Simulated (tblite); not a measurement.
Task: Give a GFN2-xTB geometry of InChI=1S/C6H8O3/c1-3-8-4-6(2)9-5-7/h3-5H,1H2,2H3/b6-4+.

Result: 
```
atom  x, y, z in Å
C1     3.480   -0.257    0.188
C2     2.227   -0.679    0.136
O3     1.187    0.178   -0.039
C4    -0.065   -0.349   -0.060
C5    -1.127    0.440   -0.244
C6    -1.056    1.921   -0.443
O7    -2.445   -0.011   -0.277
C8    -2.825   -1.261   -0.101
O9    -2.153   -2.230    0.111
H10    4.285   -0.952    0.324
H11    3.725    0.785    0.096
H12    1.964   -1.728    0.228
H13   -0.147   -1.418    0.080
H14   -1.521    2.193   -1.389
H15   -0.018    2.236   -0.442
H16   -1.592    2.433    0.355
H17   -3.926   -1.288   -0.181
```

Orientation and origin are arbitrary. Atoms count from 1 in this order. The 9 heavy atoms lie in one plane (0.013 Å rms). Of the pairs four or more bonds apart, O9···H13 is among the closest relative to their van der Waals radii: 2.16 Å, 80 % of the sum of Bondi's values. O3 (ether oxygen) is bent (angle 117.5°). The 5 C–O bonds span 1.198 Å (C8=O9, drawn double) to 1.393 Å (C5–O7, drawn single), a spread of 0.195 Å.

Bonds between heavy atoms (Å): C1=C2 1.323, C2–O3 1.359, O3–C4 1.358, C4=C5 1.336, C5–C6 1.496, C5–O7 1.393, O7–C8 1.318, C8=O9 1.198.

Structure optimised with GFN2-xTB, isolated species.

Point group: near Cs, missed by 0.10 Å at most; the miss may be what the optimiser left on a soft mode. Its GFN2-xTB frequencies are all real (lowest 34 cm⁻¹). The numbers are those of one conformer (C1–C2–O3–C4 -179°, C2–O3–C4–C5 -179°, C4–C5–O7–C8 2°, C5–O7–C8–O9 0°).

These are computed values.
